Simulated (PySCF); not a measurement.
# TDDFT excited states: FH6PSi2

Compound: FH₆PSi₂.
Geometry (PBE0-D3(BJ)/def2-SVP, Å), atoms numbered from 1 in this order:
```xyz
10
FH6PSi2 angstrom
F      0.7991    1.9082   -1.0944
Si     0.5120    0.8759    0.1401
Si    -1.5022   -0.2359   -0.2927
P      2.2810   -0.5167    0.3446
H      0.4445    1.6758    1.4004
H     -1.3550   -1.0711   -1.5237
H     -1.7940   -1.1326    0.8690
H     -2.6383    0.7183   -0.4739
H      1.6732   -1.1408    1.4807
H      1.7717   -1.4875   -0.5733
```

The calculation used PySCF, TDDFT CAM-B3LYP/def2-SVPD, vertical, gas phase, core orbitals frozen in the response.

**Question.** List the vertical singlet excitations with oscillator strengths and describe the spectrum.

**Answer.** 

| state | λ (nm) | E (eV) | f | main configurations (H = HOMO, L = LUMO) |
| --- | --- | --- | --- | --- |
| S1 | 208.1 | 5.96 | 0.030 | H→L (82%) |
| S2 | 192.0 | 6.46 | 0.0056 | H→L+1 (35%), H→L+3 (32%), H→L+4 (18%) |
| S3 | 186.6 | 6.64 | 0.015 | H→L+2 (79%) |
| S4 | 185.3 | 6.69 | 0.385 | H→L+1 (55%), H→L+4 (11%), H→L+3 (11%) |
| S5 | 171.4 | 7.23 | 0.062 | H-1→L (76%) |
| S6 | 165.7 | 7.48 | 0.169 | H→L+4 (30%), H→L+3 (24%), H-1→L+1 (11%) |
| S7 | 161.3 | 7.69 | 0.0085 | H→L+5 (48%), H→L+4 (13%), H-1→L+1 (9%) |
| S8 | 159.9 | 7.75 | 0.0002 | H-2→L (74%) |
| S9 | 156.8 | 7.90 | 0.0050 | H→L+5 (22%), H→L+6 (22%), H-1→L+1 (15%) |
| S10 | 155.1 | 7.99 | 0.031 | H-1→L+1 (28%), H→L+6 (26%), H→L+7 (19%) |

Triplets, Tamm–Dancoff:

| state | E (eV) | λ (nm) | main configurations (H = HOMO, L = LUMO) |
| --- | --- | --- | --- |
| T1 | 5.26 | 235.5 | H→L (74%), H→L+1 (12%) |
| T2 | 5.65 | 219.6 | H→L+3 (34%), H→L+4 (30%), H→L+2 (20%) |
| T3 | 5.68 | 218.1 | H→L+1 (42%), H→L+2 (16%), H→L (11%) |
| T4 | 6.10 | 203.2 | H→L+2 (37%), H→L+1 (34%), H→L+4 (10%) |

The lowest singlet lies at 5.96 eV (208 nm, ultraviolet) and is of moderate strength; its leading configuration is HOMO→LUMO (82%). The most intense listed level is S4 at 6.69 eV (185 nm, f = 0.385), 0.73 eV above S1. Löwdin shares by element: HOMO phosphorus 50%, silicon 31%, hydrogen 5% or more; LUMO silicon 54%, phosphorus 14%, fluorine 9% (atoms not listed hold the other 22%). Orbital energies (eV): HOMO-3 -11.51, HOMO-2 -10.70, HOMO-1 -10.29, HOMO -8.77, LUMO 0.40, LUMO+1 0.83, LUMO+2 0.93. The oscillator strengths of these states sum to 0.711; summed over the whole spectrum of an exact calculation they would give the number of electrons, 58 (Thomas–Reiche–Kuhn). Of the 10 states listed, 6 reach f = 0.01 and 1 stays under 0.0005. The vertical ionisation energy (ΔSCF) is 9.57 eV, 1.58 eV above S10. Singlets were solved by full linear response, triplets in the Tamm–Dancoff approximation.

One conformer stands for the species.
